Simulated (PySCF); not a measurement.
# Worked example: entropy of an ideal gas

H3IOSi, SMILES O[SiH2]I.

Geometry optimised at B3LYP-D3(BJ)/def2-SVP. The def2 effective core potentials stand for the cores of I; spin–orbit coupling is left out. One conformer was computed; it need not be the lowest.

PySCF 2.14.0 with B3LYP-D3(BJ)/def2-SVP gives the harmonic wavenumbers 169, 275, 359, 563, 712, 820, 885, 911, 962, 2236, 2289, 3866 cm⁻¹ and the rotational temperatures 0.8564, 0.0883, 0.0820 K. The molar mass is 174.01 g/mol, the symmetry number 1, the spin multiplicity 1.

Work out the entropy at 298.15 K and 1 atm in the rigid-rotor, harmonic-oscillator model.


Translation (Sackur–Tetrode at 1 atm): S = R[1.5 ln M + 2.5 ln T − 1.16487] = 173.1 J/(mol K).
Rotation: q = (√π/σ) T^1.5/√(θA θB θC) = 116000, S = R[ln q + 3/2] = 109.4 J/(mol K).
Vibration: with u = 1.4388 ν/T, each mode gives R[u/(e^u − 1) − ln(1 − e^−u)]:
| ν (cm⁻¹) | modes | u | S (J/(mol K)) |
|---|---|---|---|
| 169 | 1 | 0.82 | 10.24 |
| 275 | 1 | 1.33 | 6.55 |
| 359 | 1 | 1.73 | 4.71 |
| 563 | 1 | 2.72 | 2.17 |
| 712 | 1 | 3.44 | 1.22 |
| 820 | 1 | 3.96 | 0.80 |
| 885 | 1 | 4.27 | 0.62 |
| 911 | 1 | 4.40 | 0.56 |
| 962 | 1 | 4.64 | 0.46 |
The stiffer modes add less than 0.005 each. Sum 27.3 J/(mol K).
Spin: R ln 1 = 0.0 J/(mol K).
Total 309.8 J/(mol K); the program's own thermochemistry gives 309.8. Translation makes up 56 % and vibration 9 %. Anharmonicity, hindered rotation and orbital degeneracy are left out.
